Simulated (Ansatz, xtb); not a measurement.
## Ligand exchange: C2H9NSi + BH(CH3)(SiH3) → C2H10Si2 + BH(CH3)(NH2)

Species: C2H9NSi `CC[SiH2]N`, singlet; BH(CH3)(SiH3), singlet; C2H10Si2 `CC[SiH2][SiH3]`, singlet; BH(CH3)(NH2), singlet. The partners trade NH2 for SiH3: Si–NH2 and B–SiH3 bonds give way to Si–SiH3 and B–NH2.

Shapes, held fixed at every level: PBE0-D4/def2-TZVP. Flexible molecules stand in one conformer, not always the lowest. Programs: Ansatz 0.2.0, xtb 6.7.1. The zero-point and thermal change to 298 K, harmonic and unscaled (PBE0-D4/def2-TZVP), is +6.7 kJ/mol.

| level | kind | ΔH(298 K) (kJ/mol) | less CCSD(T)/CBS estimate |
| --- | --- | --- | --- |
| GFN0-xTB | semi-empirical | -233.3 | -124.2 |
| HF/def2-TZVPP | Hartree–Fock | -96.5 | +12.6 |
| SPW92/def2-TZVPP | LDA | -128.2 | -19.1 |
| PBE0-D4/def2-TZVPP | global hybrid | -118.6 | -9.5 |
| wB97X-V/def2-TZVPP | range-separated hybrid | -109.5 | -0.4 |
| MP2/def2-TZVPP | perturbation theory | -110.5 | -1.4 |
| CCSD(T)/def2-SVP | coupled cluster or CI | -133.9 | -24.8 |
| CCSD/def2-SVP | coupled cluster or CI | -130.6 | -21.5 |
| CCSD(T)/CBS estimate | coupled cluster or CI | -109.1 | 0.0 |

The highest level, CCSD(T)/CBS estimate, gives ΔH(298 K) = -109.1 kJ/mol; the levels span -233.3 to -96.5. GFN0-xTB strays far from the other rows. The column of differences is taken from that level and isn't an error. No measured value is set beside it here. The CBS estimate extrapolates MP2 from def2-TZVPP and def2-QZVPP and adds CCSD(T) − MP2 in the triple-zeta set, cores frozen.
